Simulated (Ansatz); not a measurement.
Relaxation of F₅HW (7 atoms, charge 0, multiplicity 1), to a largest force component of 0.02 eV/Å in at most 40 steps.

Level of theory: RKS B3LYP/def2-SVP in Ansatz.

```xyz
7
Properties=species:S:1:pos:R:3
W 0.000 0.000 0.000
H 0.000 0.000 1.720
F 1.850 0.000 0.000
F 0.000 1.850 0.000
F -1.850 0.000 0.000
F 0.000 -1.850 0.000
F 0.000 0.000 -1.850
```

Where does it end, and by what steps?

The run converged. After 3 steps the energy has fallen by 0.152 eV; F7 moved furthest, 0.13 Å.

| step | energy less start (eV) | largest force component (eV/Å) | accepted |
| --- | --- | --- | --- |
| 0 | 0.0000 | 1.752 | yes |
| 1 | -0.1237 | 0.558 | yes |
| 2 | -0.1517 | 0.066 | yes |
| 3 | -0.1521 | 0.003 | yes |

```xyz
7
Properties=species:S:1:pos:R:3
W 0.000 0.000 -0.078
H 0.000 0.000 1.655
F 1.837 0.000 0.069
F 0.000 1.837 0.069
F -1.837 0.000 0.069
F 0.000 -1.837 0.069
F 0.000 0.000 -1.985
```

Whether the end is a true minimum wasn't checked by a vibrational analysis.

The run took 7 s on 4 threads of Intel(R) Xeon(R) 6975P-C (Granite Rapids), with other jobs on the host, peak memory 0.27 GiB.
